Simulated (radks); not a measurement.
Spherical quantum dot in the effective-mass picture: electrons in a hard-walled sphere of radius 2.48, all in effective atomic units (hartree* = m*/eps^2 hartree, bohr* = eps/m* bohr), one dielectric constant everywhere. Calculated with a radial shooting solver with Libxc functionals: non-relativistic Kohn-Sham, LDA (Slater exchange, Perdew-Wang correlation), spin-polarised, spherical densities. Levels are named by radial order and angular momentum (1s, 1p, 1d, 2s, ...), and open shells are averaged over m.

N = 8, configuration 1s2 1p6. This is the lowest configuration that the search found. Occupied and some empty levels:

level  occupation  eigenvalue (hartree*)  <r> (bohr*)
1s              2                 5.1014        1.426
1p              6                 5.7246        1.576
1d              0                 6.6358        1.676
2s              0                 7.5828        1.176
1f              0                 7.7962        1.750

Energy (hartree*): total 26.9684, kinetic 12.063, external 0, Hartree 18.780, exchange-correlation -3.8745. Static polarisability (adiabatic kernel): 4.282 bohr*^3.

Electron density:

r (bohr*)  n(r) (e/bohr*^3)
0.125               0.08723
0.249               0.09717
0.373                0.1132
0.497                0.1345
0.621                0.1598
0.744                0.1875
0.868                0.2156
0.992                0.2414
1.12                 0.2621
1.24                 0.2746
1.36                 0.2762
1.49                 0.2648
1.61                 0.2399
1.74                 0.2029
1.86                 0.1573
1.98                 0.1092
2.11                0.06423
2.23                0.02882
2.35               0.007074
2.48             0.00001231
